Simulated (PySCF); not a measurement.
A species of formula C7H9ClSi has this rotational fingerprint, computed with PBE0/pcSseg-1 in PySCF (dipole) on a GFN2-xTB geometry, gas phase:

| Quantity | Value |
| --- | --- |
| Rotational constants | A = 3179, B = 610.0, C = 516.6 MHz |
| Dipole components | \|μa\| = 1.90 D, \|μb\| = 0.48 D, \|μc\| = 0.00 D |
| Inertial defect | -9.15 u·Å² |
| κ | -0.93 |

Question: Which structure is it? (One computed conformer of each.)
A. `[CH2:1]=[C:2]([CH3:3])[C:4]1=[CH:5][CH:6]=[C:7]([Cl:8])[SiH2:9]1` with C1–C2–C4–C5 179°
B. `C[C@@H]1[SiH2]C=C1C#CCCl`
C. `[CH:1]#[C:2][C@@H:3]1[CH:4]=[CH:5][C@H:6]([Cl:7])[C@H:8]1[SiH3:9]` with C2–C3–C4–C5 -134°, C4–C5–C6–Cl7 133°, C5–C6–C8–Si9 -144°, C2–C3–C8–C6 141°
D. `[CH:1]#[C:2][C@@H:3]1[CH:4]=[CH:5][C@@H:6]([Cl:7])[SiH2:8][CH2:9]1` with C2–C3–C4–C5 -179°, C4–C5–C6–Cl7 -73°, C5–C6–Si8–C9 -31°, C6–Si8–C9–C3 -15°

Answer: A. It is C=C(C)C1=CC=C(Cl)[SiH2]1, a near-prolate asymmetric top, point group Cs. The candidates at the same level (rigid rotor, commonest isotopes):

```tsv
SMILES	A (MHz)	B (MHz)	C (MHz)	μa (D)	μb (D)	μc (D)	Δ (u·Å²)	point group	rotor
C#C[C@@H]1C=C[C@@H](Cl)[SiH2]C1	1911	813.2	711.2	0.47	1.29	1.30	-175.38	C1	asymmetric top
C=C(C)C1=CC=C(Cl)[SiH2]1	3179	610.0	516.6	1.90	0.48	0.00	-9.15	Cs	near-prolate asymmetric top
C#C[C@@H]1C=C[C@H](Cl)[C@H]1[SiH3]	1429	902.7	678.9	1.28	0.15	1.33	-168.99	C1	asymmetric top
C[C@@H]1[SiH2]C=C1C#CCCl	3094	435.8	392.2	0.82	1.24	0.24	-34.24	C1	near-prolate asymmetric top
```

`C#C[C@@H]1C=C[C@@H](Cl)[SiH2]C1` has A 40 % too low; `C#C[C@@H]1C=C[C@H](Cl)[C@H]1[SiH3]` has A 55 % too low; `C[C@@H]1[SiH2]C=C1C#CCCl` has B 29 % too low. In the right answer the mirror of this Cs structure is the ab plane, so μc vanishes by symmetry. No structure here is proved a minimum.
